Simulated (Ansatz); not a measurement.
Basis-set series for CH4AlClO (`O[CH2][AlH][Cl]`). The species carries charge 0 and has multiplicity 1. The structure was optimised at the PBE0-D4/def2-TZVP level. It is one conformer, not always the lowest.

```csv
functional,basis,functions,energy (Eh),HOMO (eV),LUMO (eV)
PBE0-D4,def2-SVP,84,-817.70889,-7.43,-1.35
PBE0-D4,def2-QZVPP,374,-818.12100,-7.72,-1.46
ωB97M-V,def2-SVP,84,-818.01312,-9.74,0.36
ωB97M-V,def2-QZVPP,374,-818.42686,-10.02,0.04
```

(1) Give the rows for def2-TZVPP. (Estimate.)

Results:

(1) Computed: 
```json
{"functional": "PBE0-D4", "basis": "def2-TZVPP", "functions": "202", "energy (Eh)": "-818.09290", "HOMO (eV)": "-7.67", "LUMO (eV)": "-1.41"}
{"functional": "ωB97M-V", "basis": "def2-TZVPP", "functions": "202", "energy (Eh)": "-818.39979", "HOMO (eV)": "-9.97", "LUMO (eV)": "0.20"}
```

Positive LUMOs are unbound and depend on the basis.
